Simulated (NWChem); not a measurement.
InHCl2; SMILES [Cl][InH][Cl]

All runs: NWChem. Coordinates come from a PBE0/def2-SVP optimisation. def2 effective core potentials on In; no spin-orbit coupling. B3LYP is NWChem's, with the RPA form of VWN correlation. Static field.

Question: Order these by “anisotropy (bohr³)”, lowest first: CAM-B3LYP/def2-SVPD; PBE/def2-SVPD; B3LYP/def2-SVPD.

Answer: CAM-B3LYP/def2-SVPD (26.2), B3LYP/def2-SVPD (28.0), PBE/def2-SVPD (29.8)
